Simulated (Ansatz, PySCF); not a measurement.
CH8F2Si3, SMILES FC[SiH2][Si@@H](F)[SiH3].

Coordinates come from a PBE0-D3(BJ)/def2-SVP optimisation. The structure was generated by enumeration; whether it is a known compound was not checked. The values are those of a single conformer.

Vertical ionisation energy (IE) and electron affinity (EA) in eV. Rows of orbital energies are one-electron estimates. Where ΔSCF, EOM or ADC give a negative EA the extra electron is unbound and the value depends on the basis.

```csv
level,IE,EA
"−ε(HOMO), −ε(LUMO), M06-2X/def2-TZVP (PySCF)",8.79,0.09
"−ε(HOMO), −ε(LUMO), PBE/def2-TZVP (PySCF)",6.68,1.81
"ΔSCF, CAM-B3LYP/def2-SVPD (Ansatz), final states of multiplicity 2 and 2",9.78,-0.73
"ΔSCF, PBE/def2-SVPD (Ansatz), final states of multiplicity 2 and 2",9.34,-0.37
```

**Question.** What vertical singlet–triplet gap does ΔSCF give with CAM-B3LYP/def2-SVPD (Ansatz, a quantum-chemistry and plane-wave program) and with PBE/def2-SVPD (Ansatz)? (The exact figures need the calculation; the answer reports its results.)

**Answer.** 5.34 and 4.67 eV (triplet above singlet where positive).
